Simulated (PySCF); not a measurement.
C₄H₁₂O₄Si.
InChI=1S/C4H12O4Si/c1-5-9(6-2,7-3)8-4/h1-4H3

Torsions of this conformer, `[CH3:1][O:2][Si:3]([O:4][CH3:5])([O:6][CH3:7])[O:8][CH3:9]`: C1–O2–Si3–O4 44°, O2–Si3–O4–C5 -166°, O2–Si3–O6–C7 -43°, O2–Si3–O8–C9 -74°.

The closed-shell ground state was solved at several levels (PySCF, density fitting, gas phase, non-relativistic). The structure is a single PBE0-D3(BJ)/def2-SVP conformer in the gas phase; no vibrational or solvent corrections.

```
              level  basis functions  total energy (Eh)  HOMO (eV)  LUMO (eV)  gap (eV)  dipole (D)
CAM-B3LYP/def2-SVPD              292          -749.6016      -9.58       1.12     10.70        0.04
       PBE/pcSseg-1              220          -749.4323      -6.38       0.38      6.76        0.04
```

Problem. Estimate the row for PBE0/pcSseg-1, a basis of 220 functions; the other rows only guide the guess.

Solution. Total energy -749.4825 Eh, HOMO -8.00 eV, LUMO 1.32 eV, gap 9.32 eV, dipole 0.05 D.

Problem. Over all these levels, which gives the widest orbital gap and which the narrowest?

Solution. CAM-B3LYP/def2-SVPD (range-separated hybrid) has the widest, 10.70 eV, and PBE/pcSseg-1 (GGA) the narrowest, 6.76 eV. Functional and basis both differ between the two, so the spread mixes both effects.

Problem. How far do the dipole and the HOMO energy spread over the levels?

Solution. The dipole runs from 0.04 to 0.05 D (mean 0.04 D) and the HOMO from -9.58 to -6.38 eV.
